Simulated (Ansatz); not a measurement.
Start from `[CH3][GaH][GeH2][F]` and change one element to get `C[BH][GeH2][F]`.

Ansatz, PBE0-D4/def2-TZVP geometries, multiplicity 1. Each molecule was computed in one conformer, which needn't be the lowest.

Scalar relativity is left out up to krypton.

```json
{"property": "LUMO energy (PBE/def2-TZVPP) / eV", "`[CH3][GaH][GeH2][F]`": "-2.77"}
{"property": "HOMO energy (B3LYP/def2-TZVPP) / eV", "`[CH3][GaH][GeH2][F]`": "-7.30"}
{"property": "LUMO energy (B3LYP/def2-TZVPP) / eV", "`[CH3][GaH][GeH2][F]`": "-2.27"}
{"property": "HOMO energy (PBE/def2-TZVPP) / eV", "`[CH3][GaH][GeH2][F]`": "-6.36"}
{"property": "HOMO–LUMO gap (B3LYP/def2-TZVPP) / eV", "`[CH3][GaH][GeH2][F]`": "5.03"}
{"property": "LUMO energy (ωB97M-V/def2-TZVPP) / eV", "`[CH3][GaH][GeH2][F]`": "-0.30"}
```

Task: What does the change do to each property? (Best estimate.)

Result: Ansatz gave: 
| property | `C[BH][GeH2][F]` | shift |
| --- | --- | --- |
| LUMO energy (PBE/def2-TZVPP) / eV | -3.09 | -0.32 |
| HOMO energy (B3LYP/def2-TZVPP) / eV | -7.89 | -0.59 |
| LUMO energy (B3LYP/def2-TZVPP) / eV | -2.34 | -0.07 |
| HOMO energy (PBE/def2-TZVPP) / eV | -6.79 | -0.43 |
| HOMO–LUMO gap (B3LYP/def2-TZVPP) / eV | 5.54 | 0.51 |
| LUMO energy (ωB97M-V/def2-TZVPP) / eV | -0.17 | 0.13 |

With PBE0 the HOMO falls by 0.58 eV and the LUMO falls by 0.13 eV, so the gap widens by about 0.45 eV. PBE moves the HOMO by -0.43 eV and ωB97M-V by -0.70 eV.

B3LYP here is the variant with VWN-RPA as its local correlation; programs differ in this.
